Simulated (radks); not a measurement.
Coulomb parameter of the 5d shell of neutral rhenium in the model configuration [Xe] 4f14 5d6 6s1, as a second difference U = [E(n + 0.25) + E(n - 0.25) - 2 E(n)] / (0.25)^2 with all orbitals relaxed. "Bare": the charge of the atom changes with n. "Screened": the 6s shell takes up the change at fixed total charge, which measures U(5d,5d) + U(6s,6s) - 2 U(5d,6s). Calculated with a radial shooting solver on a logarithmic mesh with Libxc functionals: scalar-relativistic Kohn-Sham, SCAN, spin-unpolarised, spherical densities, finite nucleus; meta-GGA in the generalised Kohn-Sham scheme; Fermi nuclear charge, rms radius 5.3698 fm.

case	configuration	E - E(n) (eV)
start	[Xe] 4f14 5d6 6s1	0.000
bare +0.25	[Xe] 4f14 5d6.25 6s1	-0.762
bare -0.25	[Xe] 4f14 5d5.75 6s1	1.262
screened +0.25	[Xe] 4f14 5d6.25 6s0.75	0.401
screened -0.25	[Xe] 4f14 5d5.75 6s1.25	-0.384

U(bare) = 8.008 eV, U(screened by 6s) = 0.283 eV, against the Slater integral F0(5d,5d) = 12.355 eV with frozen orbitals. The step up makes a negative ion, whose loosely bound charge lowers the bare value.
